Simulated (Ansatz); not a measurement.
Program: Ansatz. Geometries: PBE0-D4/def2-TZVP. ΔE: electronic, gas phase. CCSD(T)/CBS adds triple-zeta CCSD(T) − MP2 to the extrapolated MP2 energy (def2 sets, frozen cores). This one scheme is used for every species. DFT in def2-TZVPP. Each species was taken in one conformer, which may not be the lowest.

Consider the substitution at a C–S bond: `CSC(N)F` + `O[SiH3]` → `NC(F)O[SiH3]` + CH₃SH.

CCSD(T)/CBS gives +1.1 kcal/mol.

Problem. Another level gave +0.5 kcal/mol. Which?
A. CCSD/def2-TZVPP
B. PBE-D4/def2-TZVPP
C. HF/def2-TZVPP
D. PBE0-D4/def2-TZVPP

Solution. D. PBE0-D4 0.5, HF/def2-TZVPP -4.5, CCSD/def2-TZVPP -1.2, PBE-D4 1.5 kcal/mol.

Largest T1 diagnostic among the species: 0.012.

From PBE to PBE0 (25 % exact exchange), in def2-TZVPP and without D4, ΔE moves by −1.0 kcal/mol. In def2-TZVPP, CCSD(T) changes the Hartree–Fock value by +4.0 kcal/mol (the triples alone add +0.7 kcal/mol) and MP2 by +5.7 kcal/mol.
